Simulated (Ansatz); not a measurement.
Geometry optimisation, Ansatz 0.2.0, RKS LDA/cc-pVDZ.

The input (input.yaml):

```yaml
crystal:
  periodic: [false, false, false]
  atoms:
    - { symbol: B, position_ang: [-0.041925, -0.609417, -0.246275] }
    - { symbol: H, position_ang: [-0.197833, 0.448776, 1.897099] }
    - { symbol: F, position_ang: [1.135585, 0.009372, -0.278796] }
    - { symbol: Cl, position_ang: [-1.45333, 0.187383, -0.934426] }
    - { symbol: "N", position_ang: [-0.16164, -1.947085, 0.338592] }
    - { symbol: H, position_ang: [-1.031257, -2.479192, 0.28978] }
    - { symbol: H, position_ang: [0.660569, -2.45041, 0.682648] }
    - { symbol: H, position_ang: [-0.345668, -0.264527, 1.848679] }
basis:
  gaussian: { orbitals: cc-pVDZ }
hamiltonian:
  xc: lda
relax:
  f_tol: 0.03
  max_steps: 50
output:
  orbitals: {}
```

Launched with:

```bash
$ ansatz run input.yaml --threads 1 --pin off --max-ram 2048MiB --backend cpu --events-out ev --progress --plain --runs-dir out
```

Task: Where does it end, and by what steps?

Result: The run converged. The force dipped under the threshold on the way, but the program's further checks kept it going. After 28 steps the energy has fallen by 0.249 eV; H2 moved furthest, 1.22 Å.

```
step  energy less start (eV)  largest force component (eV/Å)  accepted
   0                  0.0000                           2.365       yes
   1                 -0.1986                           1.074       yes
   2                 -0.2215                           0.256       yes
   3                 -0.2256                           0.171       yes
   4                 -0.2281                           0.063       yes
   5                 -0.2284                           0.049       yes
   6                 -0.2295                           0.090       yes
   7                 -0.2299                           0.234       yes
   8                 -0.2316                           0.115       yes
   9                 -0.2343                           0.154       yes
  10                 -0.2310                           0.451        no
  11                 -0.2375                           0.048       yes
  12                 -0.2392                           0.176       yes
  13                 -0.2413                           0.169       yes
  14                 -0.2429                           0.156       yes
  15                 -0.2448                           0.086       yes
  16                 -0.2457                           0.065       yes
  17                 -0.2463                           0.080       yes
  18                 -0.2469                           0.047       yes
  19                 -0.2471                           0.030       yes
  20                 -0.2473                           0.018       yes
  21                 -0.2476                           0.026       yes
  22                 -0.2478                           0.037       yes
  23                 -0.2481                           0.056       yes
  24                 -0.2484                           0.055       yes
  25                 -0.2487                           0.064       yes
  26                 -0.2486                           0.072        no
  27                 -0.2490                           0.041       yes
  28                 -0.2491                           0.025       yes
```

```xyz
8
Properties=species:S:1:pos:R:3
B 0.056 -0.746 -0.732
H -0.517 0.036 2.999
F 1.284 -0.414 -1.135
Cl -1.326 -0.004 -1.546
N -0.132 -1.646 0.311
H -1.062 -1.936 0.620
H 0.653 -2.101 0.783
H -0.391 -0.295 2.297
```

Whether the end is a true minimum wasn't checked by a vibrational analysis.

The run took 52 s on 1 thread of Arm Neoverse V2, with other jobs on the host, peak memory 0.14 GiB.
